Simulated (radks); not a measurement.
Nb+, configuration [Kr] 4d4 (the NIST ground configuration).

Calculated with a radial shooting solver on a logarithmic mesh with Libxc functionals: scalar-relativistic Kohn-Sham, PBE, spin-unpolarised, spherical densities, finite nucleus; Fermi nuclear charge, rms radius 4.324 fm.

Energy parts (hartree):
part                       energy
total                 -3819.31966
kinetic                3932.38554
electron-nucleus      -9192.15232
Hartree                1558.98835
exchange-correlation   -118.54123

Orbitals (lengths in bohr, moments of r in powers of bohr; <r^-3> diverges for s and p1/2; r(90%) holds 90 % of the orbital's charge):
orbital  occ.  eigenvalue (hartree)     <r^2>  <r^-3>  r(90%)      <r^4>
1s          2             -691.4187  0.001757       -  0.0646  7.988e-06
2s          2             -96.91220   0.02944       -   0.244   0.001493
2p          6             -86.55993   0.02318    2346   0.224   0.001071
3s          2             -16.36434    0.2251       -   0.655    0.07871
3p          6             -12.97970    0.2314   383.9   0.674    0.08775
3d         10              -7.44676    0.2261   50.49   0.694     0.1002
4s          2              -2.38159     1.528       -    1.69      3.562
4p          6              -1.50568     1.954   51.80    1.94      6.153
4d          4              -0.34208     5.220   3.005    3.36      57.43

The highest occupied level is 4d at -9.309 eV. For comparison, the ionisation energy in NIST's Atomic Spectra Database is 14.320 eV (semi-empirical). In exact Kohn-Sham theory the highest level is minus the ionisation energy, but local and semilocal functionals leave it too shallow, through self-interaction and a potential that decays too fast; potentials with the right tail come closer. The electron density at the nucleus is 8.406e+04 e/bohr^3 (large components only). The density falls to 0.001 e/bohr^3 at r = 4.09 bohr. Summed over all electrons, <r^2> = 39.96 bohr^2, which gives a Langevin (diamagnetic) susceptibility term of -31.7 x 10^-6 cm^3/mol.

Beside tabulated values, note that spin-unpolarised runs miss the spin-polarisation part of the exchange energy of open shells.
